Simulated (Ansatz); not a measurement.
```yaml
crystal:
  periodic: [true, true, true]
  atoms:
    - {symbol: C, position_ang: [1.694350, -0.989679, 1.071175]}
    - {symbol: C, position_ang: [0.778304, -0.463976, 0.470649]}
    - {symbol: Zr, position_ang: [-0.848843, 0.462938, -0.619315]}
    - {symbol: F, position_ang: [-2.024903, -0.884533, -1.213578]}
    - {symbol: F, position_ang: [-0.137925, 1.377542, -2.105924]}
    - {symbol: Cl, position_ang: [-1.960168, 1.949075, 0.797783]}
    - {symbol: H, position_ang: [2.499184, -1.451376, 1.599201]}
basis:
  gaussian: {orbitals: cc-pVTZ-DK}
total_charge: 1
magnetization: {spin_polarized: true, initial_magnetization: 1}
hamiltonian: {xc: {name: r2SCAN0}}
```

```sh
$ ansatz run in.yaml --threads 4 --pin off --events-out ev --progress --plain --max-ram 10444MiB
```

It prints (some lines left out):

```
Error: YAML parse error: error: line 2 column 3: crystal: missing field `lattice` (a structure is typed as `lattice` and `atoms`, a molecule's as `atoms` in Å alone, or read from a run's directory, `checkpoint`)
 --> <input>:2:3
1 | crystal:
2 |   periodic: [true, true, true]
3 |   atoms:
4 |     - {symbol: C, position_ang: [1.694350, -0.989679, 1.071175]}
```

Q: What is wrong with this run?

A: The molecule is marked periodic without a cell. The input was rejected before any iteration.
